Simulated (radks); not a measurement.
Spherical jellium clusters: N electrons in a uniform positive sphere of charge N and radius rs N^(1/3), rs = 3.65 bohr. Level of theory: non-relativistic Kohn-Sham, LDA (Slater exchange, Perdew-Wang correlation), spin-polarised, spherical densities (a radial shooting solver with Libxc functionals). Levels are named by radial order and angular momentum (1s, 1p, 1d, 2s, ...), and open shells are averaged over m. Each electron was tried in the lowest free levels, single moves between levels near the top were tried too, and the lowest total energy was kept; such a search can miss a lower state. Energies include the self-energy of the background; IP and EA are vertical (highest electron removed, lowest free level filled), at fixed background; spill-out counts the electrons outside the background radius R, and alpha is the static dipole polarisability from linear response (closed shells only). A dash means not computed or, for alpha, an open shell; in EA it means that no bound solution was reached, which is typical of self-interaction and does not show that the anion is unstable. Real open-shell clusters deform, which this model forbids.

| N | open shells | 2S | E/N (eV) | E(N+1) + E(N-1) - 2E(N) (eV) | IP (eV) | spill-out (e) | alpha/R^3 |
|---|---|---|---|---|---|---|---|
| 1 | 1s(up 1, down 0) | 1 | -1.142 | - | - | 0.42 | - |
| 2 | none | 0 | -1.650 | 1.274 | 5.656 | 0.59 | 1.716 |
| 3 | 1p(up 1, down 0) | 1 | -1.395 | -0.705 | 3.969 | 0.91 | - |
| 4 | 1p(up 2, down 0) | 2 | -1.444 | -0.517 | 4.592 | 1.10 | - |
| 5 | 1p(up 3, down 0) | 3 | -1.576 | 0.313 | 4.948 | 1.23 | - |
| 6 | 1p(up 3, down 1) | 2 | -1.612 | -0.418 | 4.489 | 1.38 | - |
| 7 | 1p(up 3, down 2) | 1 | -1.698 | -0.306 | 4.820 | 1.50 | - |
| 8 | none | 0 | -1.801 | 1.405 | 5.038 | 1.60 | 1.487 |
| 9 | 1d(up 1, down 0) | 1 | -1.724 | -0.299 | 3.552 | 1.80 | - |
| 10 | 1d(up 2, down 0) | 2 | -1.693 | -0.259 | 3.839 | 1.95 | - |
| 11 | 1d(up 3, down 0) | 3 | -1.691 | -0.224 | 4.065 | 2.08 | - |
| 12 | 1d(up 4, down 0) | 4 | -1.708 | -0.194 | 4.246 | 2.18 | - |
| 13 | 1d(up 5, down 0) | 5 | -1.737 | 0.364 | 4.396 | 2.28 | - |
| 14 | 1d(up 5, down 1) | 4 | -1.736 | -0.204 | 3.987 | 2.39 | - |
| 15 | 1d(up 5, down 2) | 3 | -1.749 | -0.176 | 4.165 | 2.50 | - |
| 16 | 1d(up 5, down 3) | 2 | -1.771 | -0.153 | 4.311 | 2.59 | - |
| 17 | 1d(up 5, down 4) | 1 | -1.800 | -0.135 | 4.434 | 2.67 | - |
| 18 | none | 0 | -1.833 | 0.233 | 4.538 | 2.76 | 1.370 |
| 19 | 2s(up 1, down 0) | 1 | -1.850 | 0.208 | 4.276 | 2.93 | - |
| 20 | none | 0 | -1.855 | 0.557 | 4.072 | 3.14 | 1.408 |
| 21 | 1f(up 1, down 0) | 1 | -1.833 | -0.143 | 3.538 | 3.24 | - |
| 22 | 1f(up 2, down 0) | 2 | -1.819 | -0.131 | 3.663 | 3.34 | - |
| 23 | 1f(up 3, down 0) | 3 | -1.813 | -0.121 | 3.775 | 3.42 | - |
| 24 | 1f(up 4, down 0) | 4 | -1.812 | -0.111 | 3.874 | 3.50 | - |
| 25 | 1f(up 5, down 0) | 5 | -1.815 | -0.103 | 3.964 | 3.57 | - |
| 26 | 1f(up 6, down 0) | 6 | -1.822 | -0.095 | 4.046 | 3.64 | - |
| 27 | 1f(up 7, down 0) | 7 | -1.833 | 0.324 | 4.119 | 3.71 | - |
| 28 | 1f(up 7, down 1) | 6 | -1.831 | -0.106 | 3.775 | 3.79 | - |
| 29 | 1f(up 7, down 2) | 5 | -1.832 | -0.098 | 3.867 | 3.86 | - |
| 30 | 1f(up 7, down 3) | 4 | -1.837 | -0.090 | 3.951 | 3.93 | - |
| 31 | 1f(up 7, down 4) | 3 | -1.845 | -0.084 | 4.027 | 4.00 | - |
| 32 | 1f(up 7, down 5) | 2 | -1.854 | -0.078 | 4.097 | 4.07 | - |
| 33 | 1f(up 7, down 6) | 1 | -1.866 | -0.073 | 4.160 | 4.13 | - |
| 34 | none | 0 | -1.879 | 0.401 | 4.219 | 4.20 | 1.293 |
| 35 | 2p(up 1, down 0) | 1 | -1.879 | - | 3.803 | 4.36 | - |

All shells are closed at N = 2, 8, 18, 20, 34 (there: 1s2 1p6 1d10 2s2 1f14); the second difference of the energy has clear peaks (12 % above both neighbours; the first and last values, which can be the largest, are not judged, and half-filled shells can peak too) at N = 5, 8, 13, 20, 27.
